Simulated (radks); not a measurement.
Results of a calculation; reference values are marked as such.
Excited configurations of the selenium ion Se2+: one electron is placed in a higher orbital outside [Ar] 3d10 4s2 4p1. The ground configuration is [Ar] 3d10 4s2 4p2. Level of theory: Dirac Kohn-Sham, PBE, spin-unpolarised, spherical densities, finite nucleus; open shells are shared between the two j in proportion to 2j + 1; Fermi nuclear charge, rms radius 4.14 fm (a radial shooting solver on a logarithmic mesh with Libxc functionals). Excitation = E - E(ground); binding = E(ion) - E, where the ion is the core of charge +3; n* = 3/sqrt(2 binding) in atomic units, and the quantum defect is n - n*. Eigenvalue and <r> are those of j = l + 1/2.

outer orbital,excitation (eV),binding (eV),n*,quantum defect,eigenvalue (eV),<r> (bohr)
4f,22.844,8.031,3.905,0.095,-6.301,5.548
5s,14.867,16.008,2.766,2.234,-13.524,3.953
5p,18.008,12.867,3.085,1.915,-10.784,4.637
5d,22.261,8.613,3.770,1.230,-7.186,6.361
6s,22.069,8.806,3.729,2.271,-7.551,7.167
6p,23.391,7.484,4.045,1.955,-6.364,8.151
6d,25.395,5.480,4.727,1.273,-4.663,10.54
7s,25.308,5.567,4.690,2.310,-4.826,11.31
7p,25.981,4.894,5.002,1.998,-4.221,12.60
7d,27.069,3.806,5.672,1.328,-3.275,15.64
7f,28.068,2.807,6.605,0.395,-2.416,20.53

The Delta-SCF ionisation energy is 30.875 eV (NIST Atomic Spectra Database: 31.70 eV, measured). Self-interaction in the functional shifts the binding energies and quantum defects, so they are the method's values and not measured ones. Spin polarisation and multiplet splitting are left out, so open shells lie too high by an amount that depends on their filling. Sharing an open shell by 2j + 1 raises it above the true ground level by a part of the spin-orbit splitting, which enters the differences from NIST.

Beside tabulated values, note that spin-unpolarised runs miss the spin-polarisation part of the exchange energy of open shells.
